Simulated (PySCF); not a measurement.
Te(OH)(OMe), SMILES CO[Te]O, B3LYP/def2-SVP optimised geometry.

```
8

Te    -1.71    -1.14     0.00
O     -2.04     0.84     0.00
H     -1.97     1.14     0.92
O      0.29    -1.14     0.00
C      0.97    -0.83    -1.21
H      0.81     0.22    -1.51
H      2.04    -0.98    -1.02
H      0.67    -1.48    -2.05
```

Density from PySCF 2.14.0 with B3LYP/def2-TZVP, def2 effective core potentials past Kr at that geometry. The core electrons that the potentials of Te replace are not part of the density.

Minimum of the electron density along straight lines between bonded atoms, close to the bond critical point (lines longer than 1.1 times the sum of covalent radii, or with two minima, are not listed):

```json
[
 {"bond": "Te1–O2", "length / Å": "2.005", "ρ at the minimum / e bohr⁻³": "0.121", "∇²ρ there / e bohr⁻⁵": "0.28", "position (fraction from the first atom)": "0.51"},
 {"bond": "O2–H3", "length / Å": "0.970", "ρ at the minimum / e bohr⁻³": "0.354", "∇²ρ there / e bohr⁻⁵": "[?]", "position (fraction from the first atom)": "0.80"},
 {"bond": "Te1–O4", "length / Å": "2.002", "ρ at the minimum / e bohr⁻³": "0.122", "∇²ρ there / e bohr⁻⁵": "0.29", "position (fraction from the first atom)": "0.51"},
 {"bond": "O4–C5", "length / Å": "1.418", "ρ at the minimum / e bohr⁻³": "[?]", "∇²ρ there / e bohr⁻⁵": "[?]", "position (fraction from the first atom)": "0.64"},
 {"bond": "C5–H6", "length / Å": "1.105", "ρ at the minimum / e bohr⁻³": "0.278", "∇²ρ there / e bohr⁻⁵": "-0.96", "position (fraction from the first atom)": "0.65"},
 {"bond": "C5–H7", "length / Å": "1.103", "ρ at the minimum / e bohr⁻³": "0.279", "∇²ρ there / e bohr⁻⁵": "-0.97", "position (fraction from the first atom)": "0.65"},
 {"bond": "C5–H8", "length / Å": "1.106", "ρ at the minimum / e bohr⁻³": "0.277", "∇²ρ there / e bohr⁻⁵": "-0.95", "position (fraction from the first atom)": "0.65"}
]
```

Task: Fill in the missing entries.

Result: 
- O2–H3, ∇²ρ there / e bohr⁻⁵: -2.34
- O4–C5, ρ at the minimum / e bohr⁻³: 0.258
- O4–C5, ∇²ρ there / e bohr⁻⁵: -0.59
